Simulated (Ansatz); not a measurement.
`Cc1cc(-c2sc(-c3sc(C(F)(F)F)cc3C)cc2C)sc1-c1cc(C)c(-c2cc(C)c(-c3cc(C)c(C(F)(F)F)s3)s2)s1`. Total charge 0; singlet. Geometry PBE-D4/def2-SVP; atoms count from 1.

Cartesian coordinates in Å:
```
C 0.851 2.207 -1.854
C -0.489 1.564 -1.639
C -1.657 1.951 -2.340
C -2.811 1.235 -2.010
C -4.139 1.410 -2.538
S -4.438 2.760 -3.619
C -6.117 2.314 -3.836
C -6.970 3.089 -4.708
S -6.253 3.992 -6.029
C -7.801 4.610 -6.510
C -7.935 5.542 -7.672
F -9.225 5.913 -7.839
F -7.199 6.670 -7.506
F -7.516 4.977 -8.832
C -8.815 4.127 -5.704
C -8.363 3.258 -4.668
C -9.275 2.639 -3.647
C -6.412 1.185 -3.072
C -5.315 0.664 -2.335
C -5.418 -0.552 -1.460
S -2.428 0.038 -0.786
C -0.741 0.515 -0.733
C 0.137 -0.179 0.172
C -0.198 -1.176 1.094
C 0.888 -1.684 1.850
C 0.734 -2.754 2.892
C 2.105 -1.067 1.505
C 3.440 -1.275 2.002
C 4.626 -0.689 1.547
C 5.797 -1.090 2.239
C 7.173 -0.605 1.883
C 5.512 -2.012 3.260
C 6.412 -2.685 4.168
C 7.672 -2.295 4.627
C 8.273 -3.215 5.534
C 9.628 -3.027 6.159
C 7.448 -4.313 5.759
C 7.717 -5.469 6.667
F 6.740 -6.404 6.580
F 7.797 -5.089 7.971
F 8.896 -6.077 6.376
S 5.966 -4.231 4.859
S 3.795 -2.346 3.345
S 1.860 0.140 0.255
H 1.262 2.629 -0.912
H 0.777 3.030 -2.590
H 1.601 1.480 -2.233
H -1.658 2.752 -3.094
H -9.867 4.408 -5.849
H -9.523 1.586 -3.899
H -10.231 3.194 -3.586
H -8.812 2.633 -2.640
H -7.399 0.707 -3.074
H -5.239 -0.309 -0.391
H -4.675 -1.328 -1.740
H -6.426 -1.004 -1.536
H -1.229 -1.535 1.222
H -0.311 -3.115 2.932
H 1.389 -3.627 2.687
H 1.002 -2.385 3.905
H 4.645 0.014 0.702
H 7.920 -1.423 1.935
H 7.518 0.196 2.572
H 7.189 -0.184 0.859
H 8.140 -1.342 4.352
H 9.633 -3.345 7.220
H 10.396 -3.632 5.634
H 9.943 -1.967 6.112
```

Single mean-field runs in def2-SVP are fitted with def2-universal-jkfit.

(1) Estimate the Mulliken populations of the heavy atoms from the PBE0/def2-SVP orbitals of Ansatz.

(2) And the Mayer bond orders between heavy atoms (over 0.3, the first 40 of 49)?

Results:

(1) 
```tsv
atom	charge (e)
C1	0.01
C2	-0.11
C3	-0.04
C4	-0.08
C5	-0.08
S6	0.13
C7	-0.10
C8	-0.11
S9	0.18
C10	-0.30
C11	0.66
F12	-0.19
F13	-0.19
F14	-0.19
C15	0.01
C16	-0.10
C17	0.01
C18	-0.02
C19	-0.13
C20	0.01
S21	0.10
C22	-0.07
C23	-0.08
C24	-0.05
C25	-0.11
C26	0.01
C27	-0.07
C28	-0.09
C29	-0.05
C30	-0.08
C31	0.01
C32	-0.10
C33	-0.12
C34	-0.02
C35	-0.09
C36	0.02
C37	-0.32
C38	0.65
F39	-0.19
F40	-0.19
F41	-0.20
S42	0.18
S43	0.12
S44	0.10
```
Mulliken values depend strongly on the basis.

(2) C1–C2 1.09 (1.50 Å); C2–C3 1.32 (1.42 Å); C2–C22 1.45 (1.41 Å); C3–C4 1.45 (1.40 Å); C4–C5 1.18 (1.44 Å); C4–S21 1.11 (1.75 Å); C5–S6 1.12 (1.75 Å); C5–C19 1.47 (1.41 Å); S6–C7 1.12 (1.75 Å); C7–C8 1.13 (1.45 Å); C7–C18 1.48 (1.39 Å); C8–S9 1.14 (1.75 Å); C8–C16 1.51 (1.40 Å); S9–C10 1.13 (1.73 Å); C10–C11 0.98 (1.50 Å); C10–C15 1.54 (1.38 Å); C11–F12 1.11 (1.35 Å); C11–F13 1.12 (1.36 Å); C11–F14 1.12 (1.36 Å); C15–C16 1.28 (1.43 Å); C16–C17 1.09 (1.50 Å); C18–C19 1.29 (1.42 Å); C19–C20 1.09 (1.50 Å); S21–C22 1.11 (1.75 Å); C22–C23 1.19 (1.44 Å); C23–C24 1.45 (1.40 Å); C23–S44 1.11 (1.75 Å); C24–C25 1.32 (1.42 Å); C25–C26 1.09 (1.50 Å); C25–C27 1.46 (1.41 Å); C27–C28 1.18 (1.44 Å); C27–S44 1.11 (1.75 Å); C28–C29 1.45 (1.40 Å); C28–S43 1.12 (1.75 Å); C29–C30 1.31 (1.42 Å); C30–C31 1.09 (1.50 Å); C30–C32 1.49 (1.40 Å); C32–C33 1.13 (1.45 Å); C32–S43 1.11 (1.75 Å); C33–C34 1.47 (1.40 Å).
